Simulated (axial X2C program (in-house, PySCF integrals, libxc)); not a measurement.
Outer orbitals of RuGe at 2.192 Å, PBE0

Calculated with an axial X2C code built on PySCF integrals. Spin-free means the one-electron spin-free X2C Hamiltonian; two-component (2c) means X2C with spin–orbit coupling and atomic mean-field two-electron Coulomb and Gaunt terms, so the difference of the two also holds small scalar two-electron terms. Basis: Ru dyall-cv3z [12s12p8d5f3g], Ge dyall-cv3z [9s9p7d4f1g] (cores contracted in-house); Gaussian nuclei, density fitting, unrestricted open shells. Masses: Ru 101.904 u, Ge 73.921 u.

The distance is close to the 2c PBE0 minimum; the highest filled and lowest empty levels are listed.

Spin-free orbitals, state M_S = 1, Λ = 2 (beyond evenly filled blocks: σα, δ+α, δ+β, δ-α) (Löwdin shares):

| symmetry | occupied | ε (eV) | atomic character |
| --- | --- | --- | --- |
| δ-β | yes | -32.22 | 100% Ge d |
| δ+β | yes | -32.22 | 100% Ge d |
| δ-α | yes | -32.16 | 100% Ge d |
| δ+α | yes | -32.16 | 100% Ge d |
| π-β | yes | -32.07 | 100% Ge d |
| π+β | yes | -32.07 | 100% Ge d |
| σβ | yes | -32.04 | 100% Ge d |
| π-α | yes | -32.03 | 100% Ge d |
| π+α | yes | -32.03 | 100% Ge d |
| σα | yes | -32.01 | 100% Ge d |
| σβ | yes | -13.22 | 63% Ge s, 13% Ru d, 12% Ru p |
| σα | yes | -12.64 | 61% Ge s, 16% Ru d, 11% Ru p |
| π-α | yes | -7.28 | 87% Ru d, 10% Ge p |
| π+α | yes | -7.28 | 87% Ru d, 10% Ge p |
| σα | yes | -7.26 | 74% Ru d, 13% Ge p, 8% Ge s |
| δ+α | yes | -6.94 | 99% Ru d |
| δ-α | yes | -6.94 | 99% Ru d |
| π+β | yes | -6.14 | 62% Ru d, 32% Ge p, 3% Ru p |
| σβ | yes | -6.11 | 46% Ge p, 40% Ru d, 6% Ge s |
| π-β | yes | -6.03 | 59% Ru d, 35% Ge p, 3% Ru p |
| δ+β | yes | -5.26 | 99% Ru d |
| σα | yes | -5.23 | 46% Ru s, 44% Ge p, 5% Ru d |
| σβ | no | -2.43 | 43% Ru s, 35% Ru d, 19% Ge p |
| π-α | no | -2.16 | 55% Ge p, 31% Ru p, 10% Ru d |
| π+α | no | -2.16 | 55% Ge p, 31% Ru p, 10% Ru d |
| π+β | no | -1.96 | 42% Ge p, 35% Ru d, 17% Ru p |

Spinors with spin–orbit coupling (state Ω = 3):

```
   ω  occupied  ε (eV)              atomic character     λ mixture
-5/2       yes  -32.01                     100% Ge d        100% δ
 5/2       yes  -31.94                     100% Ge d        100% δ
-3/2       yes  -31.87                     100% Ge d  84% π, 16% δ
 3/2       yes  -31.84                     100% Ge d  88% π, 12% δ
-1/2       yes  -31.82                     100% Ge d  59% σ, 41% π
 1/2       yes  -31.82                     100% Ge d  65% σ, 35% π
-1/2       yes  -13.21  63% Ge s, 13% Ru d, 12% Ru p        100% σ
 1/2       yes  -12.64  61% Ge s, 16% Ru d, 11% Ru p        100% σ
-1/2       yes   -7.34            87% Ru d, 10% Ge p   99% π, 1% σ
 1/2       yes   -7.27   74% Ru d, 13% Ge p, 7% Ge s   99% σ, 1% π
 3/2       yes   -7.21            87% Ru d, 10% Ge p   99% π, 1% δ
-3/2       yes   -7.07                      99% Ru d   99% δ, 1% π
 5/2       yes   -6.80                      99% Ru d        100% δ
 1/2       yes   -6.20   62% Ru d, 32% Ge p, 3% Ru p   99% π, 1% σ
-1/2       yes   -6.11   47% Ge p, 39% Ru d, 6% Ge s   99% σ, 1% π
-3/2       yes   -5.96   60% Ru d, 34% Ge p, 3% Ru p   99% π, 1% δ
 3/2       yes   -5.37                      99% Ru d   99% δ, 1% π
 1/2       yes   -5.22   46% Ru s, 43% Ge p, 5% Ru d        100% σ
-1/2        no   -2.42  42% Ru s, 34% Ru d, 21% Ge p   98% σ, 2% π
-1/2        no   -2.20  54% Ge p, 30% Ru p, 12% Ru d   98% π, 2% σ
 3/2        no   -2.10  55% Ge p, 32% Ru p, 10% Ru d        100% π
 1/2        no   -2.01  42% Ge p, 35% Ru d, 17% Ru p        100% π
```

Mulliken charges and populations of the two-component result (they depend on the basis, above all on diffuse functions):

Ru -0.17 e (s 8.75 p 18.11 d 17.29 f 0.02), Ge 0.17 e (s 7.86 p 13.90 d 10.05 f 0.01). ⟨Lz⟩ = 2.00 ħ and ⟨Sz⟩ = 1.00 ħ (1.28 and -0.28 on the two atoms), which add up to Ω.

Occupations by symmetry block were frozen at the best pattern of an incomplete PBE0 search. Density functionals use the spin component along the axis (collinear). PBE0 can misorder states that lie within some tenths of an eV, so this need not be the ground state of the molecule. The nearest other spin-free determinant of the search, M_S = 1, Λ = 0, lies 0.29 eV up at the distance of the search. Without a current term, density functionals place determinants with orbital angular momentum somewhat too high. With several unpaired electrons one determinant need not be a pure state. The determinant is spin-polarised beyond a pure state at some levels (its spin-free form has ⟨S²⟩ too high), which makes Re and μ there less reliable.
